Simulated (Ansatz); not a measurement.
A nudged elastic band was laid between two geometries of ClF3Ge + H3Si (9 atoms, charge 0, multiplicity 2).

Level of theory: UKS PBE/def2-SVP in Ansatz.

```
movable images  : 7
climbing image  : yes
spring          : 5.0 eV/Å²
optimiser       : quadratic models (default)
start path      : through a guess of the saddle point
force threshold : 0.05 eV/Å
iteration limit : 60
end points      : relaxed
```

Initial state:

```xyz
9
Properties=species:S:1:pos:R:3
Ge -0.036 -0.063 -0.517
F -0.019 -0.035 1.216
F 1.603 -0.011 -1.058
F -0.811 1.383 -1.057
Cl -1.033 -1.790 -1.246
Si 0.014 0.024 4.525
H -0.764 -1.188 4.960
H 1.442 -0.051 4.995
H -0.648 1.291 4.996
```

Final state:

```xyz
9
Properties=species:S:1:pos:R:3
Ge -0.237 -0.406 -0.169
F 0.183 0.354 2.344
F 1.491 -0.193 -0.420
F -0.902 1.198 -0.444
Cl -0.979 -1.710 -1.786
Si 0.072 0.127 3.986
H -0.723 -1.123 4.215
H 1.463 -0.010 4.523
H -0.620 1.322 4.565
```

(1) Which bonds break or form, and what moves?

(2) Give the energies along the band, and the barrier.

(3) What is the geometry of the highest image?

(4) What are the harmonic wavenumbers there?

Answers

(1) Bonds broken: Ge1–F2. Bonds formed: F2–Si6. ClF3Ge + H3Si becomes ClF2Ge + FH3Si.

(2) The run converged. The highest image is number 3 of 0 to 8, 10.7 kJ/mol above the first end and 119.7 kJ/mol above the last; the last end lies 109.0 kJ/mol below the first. A vibrational analysis at the climbing image gives one clearly imaginary mode, 223i cm⁻¹: a first-order saddle point.

```
image  path coordinate (Å)  energy (kJ/mol)  Ge1–F2 (Å)  F2–Si6 (Å)
    0                 0.00              0.0        1.73        3.31
    1                 0.59             -0.1        1.73        3.18
    2                 1.17              3.2        1.75        2.80
    3                 1.75             10.7        1.82        2.34
    4                 2.13            -48.5        2.18        1.86
    5                 2.52           -101.3        2.54        1.67
    6                 2.90           -106.6        2.70        1.66
    7                 3.28           -108.4        2.74        1.66
    8                 3.66           -109.0        2.66        1.66
```

(3) 
```xyz
9
Properties=species:S:1:pos:R:3
Ge -0.052 -0.091 -0.106
F -0.064 -0.112 1.719
F 1.616 0.006 -0.605
F -0.803 1.402 -0.605
Cl -1.031 -1.787 -1.029
Si 0.020 0.034 4.052
H -0.759 -1.177 4.468
H 1.461 -0.034 4.460
H -0.642 1.316 4.460
```

(4) 223i, 9, 28, 30, 113, 125, 147, 163, 201, 202, 219, 339, 461, 620, 687, 714, 889, 891, 2158, 2210, 2212 cm⁻¹.

Time of the run: 2.7 min on 4 threads of Arm Neoverse V1, on a shared host, peak memory 0.25 GiB.
